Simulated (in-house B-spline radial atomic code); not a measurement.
Response and correlation of Zr XXXVII (Zr36+)

Closed shell [He] 2s2. Computed with a B-spline radial code for spherical atoms: Dirac-Hartree-Fock, relativistic RPA (time-dependent Dirac-Hartree-Fock) for the response and second-order many-body perturbation theory for correlation, no-pair Dirac-Coulomb Hamiltonian, finite nucleus.

```tsv
multipole (bohr³, bohr⁵, bohr⁷)	uncoupled	coupled RPA
dipole	0.002325	0.0032109
quadrupole	8.4576e-06	8.7143e-06
octupole	2.8832e-07	?
```

**Question.** What is the coupled octupole polarisability?

**Answer.** 2.9434e-07 atomic units, +2 % against the uncoupled value.

**Question.** Which subshells carry the dipole polarisability?

**Answer.** 2s1/2 100.0 %, 1s1/2 -0.0 %.

**Question.** What does the dipole shielding factor come to?

**Answer.** The dipole shielding factor is 0.100, against the exact N/Z = 4/40 = 0.100 of the non-relativistic theorem.

Dipole polarisability at imaginary frequency:

```
u (Eh)  α(iu) (bohr³)
     0       0.003211
   4.5       0.002004
  11.3      0.0008647
  22.5      0.0003441
  33.8      0.0002062
    45      0.0001511
  67.5      0.0001028
    90      7.867e-05
   113      6.271e-05
   158      4.313e-05
   225      2.754e-05
   338      1.562e-05
   450      1.027e-05
   675      5.528e-06
  1130      2.379e-06
  2250      6.929e-07
```

**Question.** What dispersion coefficients follow for two such ions (the dispersion part alone)?

**Answer.** C6 = (3/π)∫α(iu)²du = 4.873e-05 hartree·bohr⁶ and C8 = 1.577e-06 hartree·bohr⁸.

Lowest J = 1 odd-parity excitations:

```
energy (eV)  oscillator strength  leading channel  weight
     69.022              0.00535     2s1/2 → p1/2    0.95
     210.93                0.137     2s1/2 → p3/2   0.949
     2845.9                0.203     2s1/2 → p1/2   0.993
     2877.9                0.526     2s1/2 → p3/2   0.993
     3792.7               0.0515     2s1/2 → p1/2   0.995
     3805.9                0.132     2s1/2 → p3/2   0.995
     4226.9               0.0215     2s1/2 → p1/2   0.996
     4233.6               0.0548     2s1/2 → p3/2   0.996
```

Second-order correlation energy by the highest angular momentum of the excited pair (hartree): s -0.01722, p -0.233, d -0.01132, f -0.002917, g -0.001058, h -0.0004688, i -0.0002375, k -0.0001262.

**Question.** What is the second-order correlation energy at the partial-wave limit?

**Answer.** The listed waves sum to -0.2663 hartree; extrapolating the increments as (l + 1/2)⁻⁴ gives -0.26656 hartree, -1.81 eV per electron.
